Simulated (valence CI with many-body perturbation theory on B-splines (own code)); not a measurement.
# W69+: key properties

Method: valence CI with perturbative core correlation (CI+MBPT): three valence electrons over a frozen Dirac-Fock core [He], a basis of 11 s, 11 p, 10 d, 8 f, 5 g, 2 h functions for each j, with the one-electron correlation potential Σ1, the two-electron term Σ2, the three-electron term Σ3, Breit, model QED; selected CI, second order for the rest, scaled by the run's own slope (own B-spline code, finite nucleus).

No measured spectrum was set against this ion. As an estimate, large intervals hold to a few tenths of a per cent, small ones and those within an open d or f shell to about a per cent.

Levels are named by their leading jj configuration (3d3/2^4 stands for four electrons in 3d with j = 3/2), which in mixed levels can hold well under half, so a name can repeat and another be missing.

Rates and lifetimes use the calculated energies. Strong lines usually hold to 10 to 20 %, long lifetimes can be off by a factor of two.

**Question.** What is the ground level?

**Answer.** (2s^2 2p1/2) J=1/2, composition 100 % 2s2.2p 2P°, g = 0.615.

**Question.** Where does the other parity begin?

**Answer.** At (2s 2p1/2^2) J=1/2, 271 eV.

**Question.** How well does LS coupling describe the low levels?

**Answer.** Among the lowest 20 levels the leading LS term, summed over configurations, holds 76 % on average. For single configurations the figures are 75 % in LS and 99 % in jj coupling. Terms mix most in the J = 3/2 level at 2051 eV, where the leading one holds 49 %.

**Question.** What is the ionisation energy?

**Answer.** 18823 eV; NIST lists 18872 ± 3 eV (semi-empirical).

**Question.** Name the longest-lived excited levels whose lifetime is computed, and their main decay.

**Answer.** (2s 2p1/2 2p3/2) J=5/2 at 1695 eV lives 113 ps, mostly by E1 to (2s^2 2p3/2) J=3/2; (2s 2p1/2^2) J=1/2 at 271 eV lives 39.9 ps, mostly by E1 to (2s^2 2p1/2) J=1/2.
